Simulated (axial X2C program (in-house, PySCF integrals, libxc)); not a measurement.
# GeF: nuclear properties from DFT to coupled cluster

Computed with an axial X2C code built on PySCF integrals: two-component X2C with atomic mean-field Coulomb and Gaunt terms, Gaussian nuclei, basis Ge dyall-acv3z, F dyall-av3z with contracted cores.

R = 1.757 Å (near the PBE0 minimum at charge 0 of the determinant lowest at the starting distance; the state shown can have its own minimum elsewhere); state Ω = 1/2 (⟨Sz⟩ = -0.50, ⟨Lz⟩ = 1.00 at PBE0).

```
level  Eeff magnitude (GV/cm)  Ws magnitude Ge (kHz)  A∥/gI Ge (MHz)  qzz Ge (a.u.)  A∥/gI F (MHz)  μ (D)
 PBE0                   0.111                   0.11            1550          -0.75            128  -1.90
   HF                   0.366                  0.324            1370          -0.88           75.4  -2.12
B3LYP                  0.0217                 0.0347            1500          -0.69            130  -1.96
```

Eeff is the effective electric field on the electron electric dipole moment in this Ω state and Ws the scalar–pseudoscalar constant of the nucleus named (defined with the proton number Z and per Ω); A∥ (defined per Ω) follows by multiplying with gI = μI/(I μN); qzz is the electric field gradient, eQq0 = 234.96 MHz × Q/barn × qzz; μ is positive if the F end (last atom) is positive. The operators were transformed with the bare-nucleus X2C matrices; with these basis sets, hyperfine constants and field gradients can be off by tens of per cent, and where levels differ in sign neither size nor sign is settled.

Finite-field MP2, CCSD and CCSD(T), with 21 electrons correlated in 130 natural virtual spinors (MP2 remainder added):

```json
{"level": "MP2", "Eeff magnitude (GV/cm)": "0.0796", "Ws magnitude Ge (kHz)": "0.0549", "A∥/gI Ge (MHz)": "1490", "qzz Ge (a.u.)": "-0.71", "A∥/gI F (MHz)": "132", "μ (D)": "-2.01"}
{"level": "CCSD", "Eeff magnitude (GV/cm)": "0.00685", "Ws magnitude Ge (kHz)": "0.00829", "A∥/gI Ge (MHz)": "1330", "qzz Ge (a.u.)": "-0.71", "A∥/gI F (MHz)": "112", "μ (D)": "-2.04"}
{"level": "CCSD(T)", "Eeff magnitude (GV/cm)": "0.038", "Ws magnitude Ge (kHz)": "0.0181", "A∥/gI Ge (MHz)": "1310", "qzz Ge (a.u.)": "-0.69", "A∥/gI F (MHz)": "119", "μ (D)": "-1.97"}
```

T1 = 0.015 (Lee–Taylor). One unrestricted determinant, the lowest of a limited PBE0 search, is the reference; the functionals treat spin collinearly. The sign of Eeff is opposite to CCSD(T) at PBE0, HF, B3LYP. Eeff spreads by more than a factor of two over the levels. Correlation of the inner shells is missing, which matters for properties at the nucleus. Number of frozen shells: Ge 3 s, 2 p; F 1 s.

Question: By how much does correlation change each value, CCSD(T) against HF?

Answer: A∥/gI Ge -4 %; qzz Ge -22 %; A∥/gI F 58 %; μ -7 %.
